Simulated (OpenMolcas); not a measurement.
**Levels of Re⁴⁺ by method**

| Property | Result |
| --- | --- |
| Program | OpenMolcas 26.06 |
| Basis | ANO-R3 [10s7p6d4f2g1h] |
| Scalar Hamiltonian | X2C, finite nucleus |
| Active space | 3 electrons in 5 orbitals (5d) |
| State averaging | 2S+1 = 4 even, 10 roots; 2S+1 = 2 even, 40 roots |
| Spin-orbit coupling | RASSI with atomic mean-field integrals over the reference wave functions, term energies averaged over their components |

Methods on the same reference wave functions:
A. CASSCF
B. SS-CASPT2, IPEA 0.25 Eh, imaginary shift 0.1 Eh (closed shells correlated: 5s 5p)
C. MS-CASPT2, IPEA 0.25 Eh, imaginary shift 0.1 Eh (closed shells correlated: 5s 5p)

Energies in cm-1 above 5d3 4F 3/2, the measured ground level; measured values from the list in Brasseur, Gamrath and Quinet, At. Data Nucl. Data Tables 157, 101636 (2024).

```json
{"Level": "5d3 4F 3/2", "A": "0.0", "B": "0.0", "C": "0.0", "Measured": "0.0"}
{"Level": "5d3 4F 5/2", "A": "4543", "B": "4870", "C": "4910", "Measured": "4853"}
{"Level": "5d3 4F 7/2", "A": "8816", "B": "9010", "C": "9060", "Measured": "8973"}
{"Level": "5d3 4F 9/2 [64 %]", "A": "12279", "B": "11950", "C": "12030", "Measured": "11914"}
{"Level": "5d3 4P 1/2 [65 %]", "A": "17062", "B": "15310", "C": "14800", "Measured": "14325"}
{"Level": "5d3 2G 7/2", "A": "21249", "B": "19260", "C": "19300", "Measured": "19013"}
{"Level": "5d3 2H 9/2 [56 %]", "A": "21882", "B": "20060", "C": "20380", "Measured": "19967"}
{"Level": "5d3 4P 5/2", "A": "23106", "B": "21490", "C": "21510", "Measured": "20922"}
{"Level": "5d3 2P 1/2 [65 %]", "A": "27928", "B": "25450", "C": "24270", "Measured": "23669"}
{"Level": "5d3 2H 11/2", "A": "29721", "B": "27110", "C": "27640", "Measured": "27077"}
{"Level": "5d3 2D 5/2(1)", "A": "32674", "B": "29430", "C": "29590", "Measured": "28739"}
{"Level": "5d3 2G 9/2 [55 %]", "A": "32725", "B": "30580", "C": "30800", "Measured": ""}
{"Level": "5d3 2P 3/2 [54 %]", "A": "37259", "B": "34400", "C": "33380", "Measured": ""}
{"Level": "5d3 2F 5/2", "A": "40251", "B": "35280", "C": "35350", "Measured": "34162"}
{"Level": "5d3 2F 7/2", "A": "40346", "B": "35610", "C": "35650", "Measured": "34625"}
{"Level": "5d3 2D 5/2(2)", "A": "60449", "B": "54020", "C": "53960", "Measured": "52467"}
{"Level": "5d3 2D 3/2(2)", "A": "60469", "B": "53750", "C": "53910", "Measured": ""}
```

Deviations, from unrounded energies. A percentage is the sum of absolute deviations over the sum of measured energies, with the sign that they share, or ± where signs differ.

| Against measurement | Levels | A | B | C |
| --- | --- | --- | --- | --- |
| mean absolute deviation (cm-1) | 13 | 3100 | 630 | 600 |
| fine structure of the ground term (%) | 3 | ±3.2 | +0.3 | +1.0 |
| other terms of the ground configuration (%) | 10 | +14.4 | +2.9 | +2.7 |

B, C lie about equally close to measurement and A furthest from it. The largest miss of C in the table is 5d3 2D 5/2(2), by +1500 cm-1. The ranking rests on the paired levels alone, and a cruder setting can come out closer through cancelling errors.

Between B and C the level of the table that moves most is 5d3 2P 1/2 [65 %], by 1200 cm-1 (lowest in C, highest in B). Moves below CASPT2's spread within the term are not significant.

The mean deviations of B to C differ by less than CASPT2's widest spread within a term (890 cm-1), so their order carries little weight.

From A to B the spin-free energies of the other terms of 5d3 shown, above 4F, scale by factors of 0.81 to 0.85, as is usual when dynamic correlation screens the repulsion within a d or f shell.

The lowest spin-free term lies below A's lowest term by 0.277 hartree in B, 0.277 hartree in C.

CASPT2 does not keep the components of a term degenerate, so their means are used; among the terms shown or strongly mixed into the levels shown the widest spread is 890 cm-1 (5d3 2H, B). Without dynamic correlation excited terms often stand tens of per cent too high (terms of higher spin than the ground term too low), and those without a measured partner can miss by more than the paired ones (holds for A). The CASPT2 spread within a term exceeds the gap to the next term for 5d3 2P and 5d3 2H, so the order of their levels is uncertain (holds for B). Computed and measured levels are paired by configuration, term and J; levels that our copy of the source lacks, or whose pairing is in doubt (as where it misses far off the trend of its configuration), stay unpaired and out of the deviations. Levels of configurations outside the active space are missing. Levels that lie high or do not pair safely by name in every column are left out.

A share in square brackets marks a mixed level and gives the weight of the term that names it, the lowest over the columns. A number in round brackets counts repeated terms of one configuration in the order of the reference energies.
